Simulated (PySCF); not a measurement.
The vertical singlet excitations below were computed for one of the candidates. Method: TDDFT wB97X-D/def2-SVPD, vertical, gas phase, core orbitals frozen in the response, def2 core potentials past Kr (PySCF 2.14.0, density-fitted response routines). Geometries: PBE0-D3(BJ)/def2-SVP, one conformer each. Atoms past krypton carry core potentials; spin–orbit coupling is left out.

```tsv
state	λ (nm)	f
S1	212.0	0.016
S2	210.4	0.027
S3	210.1	0.029
S4	189.1	0.053
S5	189.0	0.055
S6	172.6	0.0000
S7	167.7	0.0004
S8	166.8	0.012
S9	166.6	0.011
S10	163.9	0.039
```

Triplets computed (Tamm–Dancoff): 5.37, 5.37, 5.40 eV.

Orbital energies (eV): HOMO-3 -10.34, HOMO-2 -9.84, HOMO-1 -9.78, HOMO -9.77, LUMO 0.78, LUMO+1 1.88, LUMO+2 1.90.

Task: Which candidate is it?
A. 2-methyl-1-pentene, `C=C(C)CCC`
B. SnH(OMe)3, `[H][Sn]([O]C)([O]C)[O]C`
C. 2,3-dimethyl-1-butene, `C=C(C)C(C)C`

Result: B. Its S1, at 5.85 eV, is the lowest among the candidates; the nearest of the others has S1 at 7.07 eV. S1 is HOMO-2→LUMO (89%). Löwdin shares by element: HOMO (one of a set within 0.03 eV) oxygen 67%, carbon 9% or more (atoms not listed hold the other 24%); LUMO tin 26%, oxygen 25% or more, hydrogen 23% or more (atoms not listed hold the other 26%). At the same level the other candidates give, for their lowest levels:
- `C=C(C)C(C)C`: 174 nm (f 0.029); 172 nm (f 0.425); 155 nm (f 0.004); 154 nm (f 0.003); 151 nm (f 0.002); T1 4.44 eV; HOMO -8.88, LUMO 2.30 eV
- `C=C(C)CCC`: 175 nm (f 0.247); 173 nm (f 0.152); 154 nm (f 0.022); 154 nm (f 0.004); 150 nm (f 0.016); T1 4.41 eV; HOMO -8.88, LUMO 2.14 eV

Orbitals of the list HOMO-3 to LUMO+2 that lie within 0.01 eV of each other are written together with a slash and their weights summed (≥ marks a lower bound); for degenerate orbitals outside that list single weights are arbitrary.
